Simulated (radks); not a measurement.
All-electron atom: the holmium ion Ho47+ in [Ar] 3d2 (the NIST ground configuration). Method: Dirac Kohn-Sham, LB94 model potential, spin-unpolarised, spherical densities, finite nucleus; open shells fill j = l - 1/2 first; Fermi nuclear charge, rms radius 5.2022 fm; computed with a radial shooting solver on a logarithmic mesh with Libxc functionals.

Normalised radial functions P(r) = r R(r) (large component), r in bohr:

```
   r/bohr * 2p1/2, o 3p3/2, + 3d3/2 (the largest magnitude, 3.54, reaches the edge; | marks zero, & curves that meet)
 0.002461                             &*
 0.002753                             &*
 0.003079                             &*
 0.003417                             &*
 0.003821                             & *
  0.00424                             +o*
 0.004743                             +o*
 0.005305                             +o *
 0.005886                             +o *
 0.006584                             +o *
 0.007306                             +o  *
 0.008171                             + o  *
  0.00914                             + o  *
  0.01014                             + o   *
  0.01134                             +  o   *
  0.01259                             +  o    *
  0.01408                             +   o    *
  0.01562                             +   o      *
  0.01747                             |+   o      *
  0.01954                             |+    o       *
  0.02169                             |+    o        *
  0.02426                             |+     o         *
  0.02691                             |+      o          *
   0.0301                             | +      o           *
  0.03367                             | +       o           *
  0.03736                             |  +      o             *
  0.04179                             |   +      o             *
  0.04637                             |    +     o              *
  0.05186                             |     +    o               *
  0.05755                             |      +  o                *
  0.06437                             |       +o                 *
    0.072                             |      o  +               *
  0.07989                             |    o     +            *
  0.08936                             | o          +        *
  0.09915                            o|             +    *
   0.1109                        o    |               &
    0.124                    o        |            *   +
   0.1376                 o           |          *      +
    0.154              o              |       *         +
   0.1708            o                |     *           +
   0.1911           o                 |   *            +
   0.2137           o                 | *             +
   0.2371            o                |*            +
   0.2652              o              |*          +
   0.2943                 o           *        +
   0.3292                   o         *      +
   0.3653                      o      *    +
   0.4086                        o    *  +
    0.457                          o  * +
   0.5071                           o *+
   0.5672                            o*+
   0.6293                             &
   0.7039                             &
```

2p1/2: eigenvalue -11804.2 eV, 0 radial nodes, <r> = 0.0722 bohr, 90 % of the charge inside 0.119 bohr. 3p3/2: eigenvalue -4234.7 eV, 1 radial node at r = 0.0958 bohr, <r> = 0.215 bohr, 90 % of the charge inside 0.319 bohr. 3d3/2: eigenvalue -3989.8 eV, 0 radial nodes, <r> = 0.186 bohr, 90 % of the charge inside 0.285 bohr.
